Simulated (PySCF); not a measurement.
From computed data to an observable: chemical shift, span and skew from a shielding tensor

C2H7S, SMILES C(C)[SH2+], charge +1. Atoms are numbered in the order given.

```xyz
10

C     -0.3622    -1.6737     0.0000
C      0.6622    -0.5654     0.0000
S     -0.0428     1.1527     0.0000
H     -0.9968    -1.6585     0.8989
H     -0.9968    -1.6585    -0.8989
H      0.1850    -2.6300     0.0000
H      1.3130    -0.5517     0.8899
H      1.3130    -0.5517    -0.8899
H     -0.9665     1.0206    -0.9930
H     -0.9665     1.0206     0.9930
```
Charge +1, spin multiplicity 1.

Geometry optimised at r2SCAN-D4/def2-SVP. The isomer is the one that the SMILES or the coordinates give; other isomers of the formula were not compared.

GIAO shieldings from PBE/pcSseg-1 (PySCF), non-relativistic, no solvent. The symmetric part of the tensor of C2 has the principal values 105.3, 140.9, 166.2 ppm. The same nucleus in TMS has σ = 182.0 ppm at this level (PySCF, at its B3LYP-D3(BJ)/def2-TZVP geometry).

Q: Work out the isotropic shielding, the ¹³C shift against TMS, the span and the skew.

A: 
σ(iso) = (σ11 + σ22 + σ33)/3 = 137.5 ppm. δ = σ(ref) − σ(iso) = 182.0 − (137.5) = 44.5 ppm.
Span Ω = σ33 − σ11 = 60.9 ppm. Skew κ = 3(σ(iso) − σ22)/Ω = -0.17. Tumbling in solution averages the tensor to δ; in a static solid the shielding alone would spread this spin-1/2 line over Ω.
